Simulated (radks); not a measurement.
Results of a calculation; reference values are marked as such.
Task: Radial electron density D(r) = 4 pi r^2 rho(r) of an atom or ion with 7 electrons. Level of theory: scalar-relativistic Kohn-Sham, r2SCAN, spin-polarised, spherical densities, finite nucleus; meta-GGA in the generalised Kohn-Sham scheme; Fermi nuclear charge, rms radius of each element as measured or else 0.836 A^(1/3) + 0.57 fm (a radial shooting solver on a logarithmic mesh with Libxc functionals).

| r (bohr) | D(r) (e/bohr) | spin D(r) |
|---|---|---|
| 0.002731 | 0.7395 | -0.000125 |
| 0.003389 | 1.098 | -0.000159 |
| 0.00424 | 1.642 | -0.000174 |
| 0.005263 | 2.399 | -0.000110 |
| 0.006584 | 3.511 | 0.000189 |
| 0.008171 | 4.996 | 0.00105 |
| 0.01022 | 7.070 | 0.00337 |
| 0.01269 | 9.663 | 0.00874 |
| 0.01587 | 12.98 | 0.0216 |
| 0.01986 | 16.81 | 0.0503 |
| 0.02465 | 20.66 | 0.109 |
| 0.03083 | 24.21 | 0.236 |
| 0.03827 | 26.43 | 0.475 |
| 0.04788 | 26.70 | 0.941 |
| 0.05942 | 24.66 | 1.73 |
| 0.07434 | 20.76 | 3.05 |
| 0.09226 | 16.86 | 4.91 |
| 0.1154 | 14.71 | 7.36 |
| 0.1444 | 15.48 | 9.84 |
| 0.1792 | 17.80 | 11.4 |
| 0.2242 | 18.84 | 11.2 |
| 0.2783 | 16.31 | 8.93 |
| 0.3482 | 10.64 | 5.44 |
| 0.4321 | 5.071 | 2.47 |
| 0.5406 | 1.550 | 0.728 |
| 0.6709 | 0.3019 | 0.139 |
| 0.8394 | 0.02957 | 0.0135 |
| 1.05 | 0.001316 | 0.000607 |

What is the nuclear charge?

Result: Z = 23. The innermost maximum, from 1s, lies near gamma/Z bohr with gamma = sqrt(1 - (Z/c)^2) = 0.986, here 0.0429 bohr (found: 0.0438), and its height grows with Z. The density is that of the vanadium ion V16+ in [He] 2s2 2p3; the configuration itself is not fixed sharply by these data, and Z only to about a unit. D(r) has 2 maxima, at r = 0.0438, 0.215 bohr, and minima at 0.121 bohr, inside which lie 2.23 electrons.
